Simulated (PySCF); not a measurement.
## Antimony: a sound run and one with changed settings

Sound run: Sb²⁺ [Kr] 4d10 5s2 5p1, Sb³⁺ [Kr] 4d10 5s2. All numbers are calculated (PySCF 2.14, scalar relativity through the core potential, in def2-SVP with the def2 core potential (28 electrons) (4s4p2d, 26 functions)). The sound run starts from symmetry-adapted Hartree-Fock orbitals and uses a fine grid where one is needed.

Changed run: initial guess atom, at most 5 SCF cycles. This setting is unsound on purpose.

```
species  method  sound run (hartree)  changed run (hartree)  converged
   Sb²⁺     UHF           -238.36966             -238.36966         no
   Sb²⁺    PBE0           -239.27773             -239.27773         no
   Sb²⁺   B3LYP           -239.35270             -239.35270         no
   Sb³⁺     UHF           -237.48353             -237.48353         no
   Sb³⁺    PBE0           -238.36788             -238.36788         no
   Sb³⁺   B3LYP           -238.43977             -238.43977         no
```

The SCF was stopped early; the energies are upper bounds that still move, and correlated levels were skipped or rest on poor orbitals.
